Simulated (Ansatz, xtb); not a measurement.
**C4H6FOP: which of two isomers lies lower**

We compare a, `O=[P@@H]1CCC=C1F`, a singlet, with b, `O=[P@@H]1CC=C(F)C1`, a singlet. Both are isolated molecules in the gas phase, relaxed with B3LYP-D3(BJ)/def2-SVP; the shapes shown needn't be the lowest conformers.

a (Å):

```tsv
atom	x (Å)	y (Å)	z (Å)
C	-1.8974	-0.1269	-1.0039
C	-0.6736	-0.0331	-1.9480
C	0.5672	0.1687	-1.1147
C	0.4226	-0.0085	0.2033
F	1.4077	0.0922	1.0981
O	-1.4459	-1.9346	1.2079
P	-1.2626	-0.5475	0.6787
H	-1.7413	0.4845	1.5411
H	-2.4166	0.8419	-0.9391
H	-2.6291	-0.8871	-1.3122
H	-0.5685	-0.9505	-2.5531
H	-0.8002	0.7914	-2.6685
H	1.5310	0.4136	-1.5699
```

b (Å):

```yaml
atoms:
  - { symbol: C, position_ang: [1.8140, -0.3100, -0.7910] }
  - { symbol: C, position_ang: [1.1763, -0.6685, -2.1099] }
  - { symbol: C, position_ang: [-0.1567, -0.8022, -2.0811] }
  - { symbol: C, position_ang: [-0.8819, -0.6125, -0.7835] }
  - { symbol: F, position_ang: [-0.8864, -1.1088, -3.1575] }
  - { symbol: O, position_ang: [0.4173, -0.0144, 1.7396] }
  - { symbol: P, position_ang: [0.5051, -0.7541, 0.4446] }
  - { symbol: H, position_ang: [0.6558, -2.1720, 0.5324] }
  - { symbol: H, position_ang: [2.7561, -0.8444, -0.5927] }
  - { symbol: H, position_ang: [2.0199, 0.7707, -0.6887] }
  - { symbol: H, position_ang: [1.7517, -0.8022, -3.0282] }
  - { symbol: H, position_ang: [-1.6720, -1.3622, -0.6255] }
  - { symbol: H, position_ang: [-1.3359, 0.3895, -0.6897] }
```

Estimate E(b) − E(a) at the level CCSD(T)/def2-SVP + ΔMP2/def2-TZVPP.

Calculated at CCSD(T)/def2-SVP + ΔMP2/def2-TZVPP: E(b) − E(a) = −0.296 eV, so structure b lies lower.

How the difference moves with the method:

```csv
level,geometry,E(b) − E(a) (eV),departure from the last row (eV),"job, with rough time for the two"
GFN2-xTB,GFN2-xTB,−0.245,+0.051,"optimisation, 0.23 s"
HF/STO-3G,GFN2-xTB,−0.193,+0.103,"single point, 0.36 s"
r2SCAN-D4/def2-SVP,GFN2-xTB,−0.331,−0.035,"single point, 3.6 s"
B3LYP-D3(BJ)/def2-SVP,B3LYP-D3(BJ)/def2-SVP,−0.311,−0.015,"optimisation, 38 s"
HF/def2-SVP,B3LYP-D3(BJ)/def2-SVP,−0.331,−0.034,part of the CCSD(T) run
MP2/def2-SVP,B3LYP-D3(BJ)/def2-SVP,−0.351,−0.055,part of the CCSD(T) run
CCSD(T)/def2-SVP,B3LYP-D3(BJ)/def2-SVP,−0.328,−0.032,single point
CCSD(T)/def2-SVP + ΔMP2/def2-TZVPP,B3LYP-D3(BJ)/def2-SVP,−0.296,,"single point, 56 s"
```

As drawn, both hold the same kinds of bond in the same numbers.

None of the levels shown reverses the order. The largest departure from CCSD(T)/def2-SVP + ΔMP2/def2-TZVPP is that of HF/STO-3G, 0.103 eV. The last row adds to CCSD(T) the change of the MP2 difference between the two basis sets, here +0.032 eV.

With thermal terms from frequencies at re-optimised GFN2-xTB minima (ideal gas, soft modes damped towards free rotors, one conformer each, 298.15 K, 1 atm): on the last row, ΔE + ΔZPE = −0.324, ΔH = −0.325, ΔG = −0.322 eV.

The correlated steps freeze 11 core orbitals. Run with Ansatz 0.2.0, xtb 6.7.1; the last row on 4 threads of Arm Neoverse V1 on a shared host.
